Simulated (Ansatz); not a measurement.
C2H8SSi2 (`C=C[SiH2]S[SiH3]`), relaxed with RKS PBE0-D4/def2-TZVP in the Gaussian-basis code of Ansatz from a PBE-D4/def2-SVP geometry. The force threshold is 0.005 eV/Å; the program also tests the step.

The species carries charge 0 and has multiplicity 1.

Start:

```xyz
13

C     0.574   -1.749   -2.409
C    -0.296   -0.928   -1.789
Si    0.206    0.202   -0.385
S    -0.873   -0.440    1.390
Si   -0.489    1.281    2.643
H     0.269   -2.409   -3.240
H     1.638   -1.794   -2.115
H    -1.353   -0.924   -2.115
H    -0.151    1.640   -0.665
H     1.694    0.104   -0.174
H    -1.143    2.521    2.097
H    -1.064    0.953    3.990
H     0.988    1.544    2.772
```

Problem. How much energy does the relaxation release, and in how many steps? (Best estimate.)

Solution. The calculation gave: 1.54 kcal/mol, in 17 steps, 1 of them rejected.

Problem. Which bonds change most? (An estimate is asked.)

Solution. Ansatz gave: Si3–S4 from 2.174 to 2.144 Å; S4–Si5 from 2.163 to 2.135 Å; Si5–H11 from 1.505 to 1.485 Å; Si3–H10 from 1.506 to 1.486 Å.

Problem. Give the relaxed structure. (Best estimate.)

Solution. Ansatz gave: 
```xyz
13

C     0.518   -1.688   -2.423
C    -0.283   -0.880   -1.734
Si    0.321    0.104   -0.286
S    -0.736   -0.530    1.467
Si   -0.549    1.295    2.557
H     0.165   -2.267   -3.271
H     1.567   -1.806   -2.166
H    -1.328   -0.802   -2.028
H     0.070    1.562   -0.464
H     1.782   -0.120   -0.130
H    -1.395    2.362    1.964
H    -0.996    1.010    3.942
H     0.863    1.760    2.571
```
